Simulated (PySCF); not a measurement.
## C5H2F3O3: g tensor and hyperfine couplings

Compound: C₅H₂F₃O₃ (doublet state).
Z-matrix (Å and degrees, GFN2-xTB geometry), rows numbered from 1:
```
O 
C   1  1.1875
C   2  1.5495  1  126.74
C   3  1.4600  2  100.22  1  -179.49
C   4  1.3154  3  111.03  2    -0.93
O   5  1.3633  4  130.60  3  -178.45
C   6  1.3374  5  118.26  4  -170.68
F   7  1.3252  6  107.92  5   175.39
F   7  1.3339  6  113.55  5   -65.88
F   7  1.3346  6  113.51  5    56.45
O   2  1.3478  1  124.36  3   179.98
H   3  1.0909  2  110.15  1   -58.77
H   3  1.0913  2  109.81  1    60.12
```

The hyperfine couplings belong to this conformer and change with its torsions.

The species is `O=C1C[C]=C(OC(F)(F)F)O1` [radical].

Computed with PySCF 2.14.0, UKS B3LYP, pcH-1 on C F H O, non-relativistic, mean-field spin-orbit, GIAO. Geometry: GFN2-xTB, one conformer, isolated molecule. Couplings are sensitive to structure, and on GFN2-xTB geometries they can be far from those on DFT ones. The SCF solution wasn't tested for stability.

```
g1, g2, g3                      : 2.00086, 2.00198, 2.00349
g_iso                           : 2.00211
Form of g                       : rhombic: the two nearest values differ by 43 % of g3 − g1
⟨S²⟩                            : 0.7609 (exact 0.7500)
α and β electrons               : 42, 41
HOMO–LUMO gap, α and β orbitals : 6.40, 3.16 eV
Total energy                    : -716.85112 Eh
```

Hyperfine couplings atom by atom, in MHz; T1 to T3 are the principal values of the dipolar part:

| atom | isotope | a_iso | T1 | T2 | T3 | Mulliken spin population |
| --- | --- | --- | --- | --- | --- | --- |
| O1 | 17O | -3.9 | -17.2 | 7.5 | 9.7 | 0.04 |
| C2 | 13C | 83.9 | -5.3 | -4.5 | 9.7 | 0.04 |
| C3 | 13C | 16.3 | -6.5 | -5.7 | 12.2 | -0.02 |
| C4 | 13C | 498.8 | -76.5 | -53.0 | 129.5 | 1.00 |
| C5 | 13C | 25.1 | -24.4 | -0.1 | 24.5 | -0.10 |
| O6 | 17O | -3.2 | -4.1 | -1.0 | 5.1 | 0.00 |
| C7 | 13C | -0.9 | -0.4 | -0.1 | 0.5 | 0.00 |
| F8 | 19F | 0.9 | -2.1 | -0.8 | 2.9 | 0.00 |
| F9 | 19F | -2.5 | -1.9 | -0.1 | 2.0 | 0.00 |
| F10 | 19F | -1.6 | -2.5 | 0.0 | 2.5 | 0.00 |
| O11 | 17O | 5.8 | -20.9 | 7.9 | 13.1 | 0.04 |
| H12 | 1H | 12.1 | -6.6 | -4.7 | 11.3 | 0.00 |
| H13 | 1H | 13.0 | -6.7 | -4.7 | 11.4 | 0.00 |

The largest Mulliken spin populations are on C4 (+1.00) and C5 (-0.10). C4 is the only atom above +0.15. The positive populations add up to 1.13 and the negative ones to -0.13, together 2S = 1.

Axes: g1 points within 4° of the C5–O6 bond.

Under fast tumbling the dipolar parts average out, and these isotropic splittings remain: 2 × 1H (H12/H13, I = 1/2, 3 lines) with 0.45 mT and 3 × 19F (F8/F9/F10, I = 1/2, 4 lines) with 0.04 mT.

Class means assume fast exchange of nuclei equivalent by connectivity; if that motion is slow, each nucleus keeps its own coupling.

The 17O coupling of O11 (5.8 MHz) shows only in satellite lines or after enrichment, since that isotope makes up about 0.038 % of natural oxygen.

The 13C coupling of C4 (498.8 MHz) shows only in satellite lines or after enrichment, since that isotope makes up about 1.07 % of natural carbon.

Examples of negative spin density at the nucleus (bohr⁻³): O11 (-0.0096).

The run took 1.8 min of wall time (grids of density and orbitals included) on an Arm Neoverse V2 with one thread, shared host with 96 logical CPUs at a one-minute load of 73, and the process peaked at 0.98 GiB of memory.
